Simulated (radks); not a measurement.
Values are calculated unless marked as measured or tabulated.
Problem. The mean radii <r> (bohr) of the occupied orbitals of an atom or ion are listed with their occupations. Level of theory: scalar-relativistic Kohn-Sham, SCAN, spin-polarised, spherical densities, finite nucleus; meta-GGA in the generalised Kohn-Sham scheme; Fermi nuclear charge, rms radius of each element as measured or else 0.836 A^(1/3) + 0.57 fm (a radial shooting solver on a logarithmic mesh with Libxc functionals).

orbital  occ.      <r>
1s          2  0.02028
2s          2  0.08258

Name the element and its charge. Open shells, if any, are filled with parallel spins first.

Solution. Z = 68, erbium, charge +64: Er64+ in [He] 2s2. The 1s radius gives Z: for a bare nucleus <r> = (2 gamma + 1)/(2Z) with gamma = sqrt(1 - (Z/c)^2), 0.02012 bohr for Z = 68, and screening makes it slightly larger (0.02028 here). The occupations add up to 4, and the charge is Z minus that.
